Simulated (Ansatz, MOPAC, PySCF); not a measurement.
Pair of molecules: C2H4 (SMILES C=C) (first 6 atoms) with H4OSi (SMILES O[SiH3]); geometry from B3LYP-D3(BJ)/def2-TZVP, rigid monomers moved along the line of their centres of mass till C2···H9 is 2.21 Å.
(charge 0, multiplicity 1):
```tsv
atom	x (Å)	y (Å)	z (Å)
C	0.6359	0.5771	0.2490
C	-0.0404	-0.5603	0.1469
H	0.1645	1.4910	0.5903
H	1.6860	0.6407	-0.0089
H	0.4294	-1.4733	-0.1983
H	-1.0918	-0.6222	0.4008
O	0.7065	-0.5017	3.1602
Si	-0.6082	0.2358	3.8255
H	0.7830	-0.4613	2.1984
H	-0.6394	1.6898	3.5211
H	-0.5070	0.0374	5.2853
H	-1.8804	-0.3502	3.3297
```

Monomers are frozen at their geometry in the pair; levels with a basis set take the counterpoise correction. Rows marked so take none.

Rows in 3-21G, 6-31G* carry no dispersion term and start afresh at each structure (6-31G* with six Cartesian d functions). The state reached by PM3, PM6 isn't checked.

The values were computed with Ansatz (Gaussian basis) for Hartree–Fock, density functionals and correlated methods; MOPAC for PM3, PM6 (differences of heats of formation); PySCF for 3-21G rows, 6-31G* rows, the dispersion terms. 

```tsv
level	interaction energy (kcal/mol)
PM3	-0.05
PM6	-0.66
r2SCAN/def2-TZVPPD	-2.85
B3LYP/3-21G (no counterpoise)	-4.11
B3LYP/6-31G*	-0.74
B3LYP/def2-TZVPPD	-0.56
B3LYP-D3(BJ)/def2-TZVPPD	-3.45
PBE0-D3(BJ)/def2-TZVPPD	[?]
PBE0-D4/def2-TZVPPD	[?]
```

Task: Some entries are withheld; supply them.

Result: 
- PBE0-D3(BJ)/def2-TZVPPD, interaction energy (kcal/mol): -3.68
- PBE0-D4/def2-TZVPPD, interaction energy (kcal/mol): -3.60

Ansatz is a quantum-chemistry and plane-wave program.
